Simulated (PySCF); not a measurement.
SiHI₃, SMILES I[SiH](I)I.

The structure is a stationary point at PBE-D3(BJ)/def2-SVP. The def2 effective core potentials stand for the cores of I; spin–orbit coupling is left out.

The numbers are results of PBE-D3(BJ)/def2-SVP (PySCF), not measurements.

Frequencies are harmonic and unscaled.

Modes within 1.5 cm⁻¹ of each other (mostly degenerate sets) share a row, with their intensities summed.

```json
[
 {"mode": "1–2", "ν (cm⁻¹)": "71", "IR (km/mol)": "0.2", "moving atoms (share of kinetic energy)": "I 95 %"},
 {"mode": "3", "ν (cm⁻¹)": "114", "IR (km/mol)": "0.1", "moving atoms (share of kinetic energy)": "I 83 %, Si 16 %"},
 {"mode": "4", "ν (cm⁻¹)": "277", "IR (km/mol)": "4.0", "moving atoms (share of kinetic energy)": "Si 74 %, I 24 %"},
 {"mode": "5–6", "ν (cm⁻¹)": "390", "IR (km/mol)": "182.0", "moving atoms (share of kinetic energy)": "Si 83 %, I 13 %"},
 {"mode": "7–8", "ν (cm⁻¹)": "695", "IR (km/mol)": "285.0", "moving atoms (share of kinetic energy)": "H 95 %"},
 {"mode": "9", "ν (cm⁻¹)": "2188", "IR (km/mol)": "40.2", "moving atoms (share of kinetic energy)": "H 96 %"}
]
```
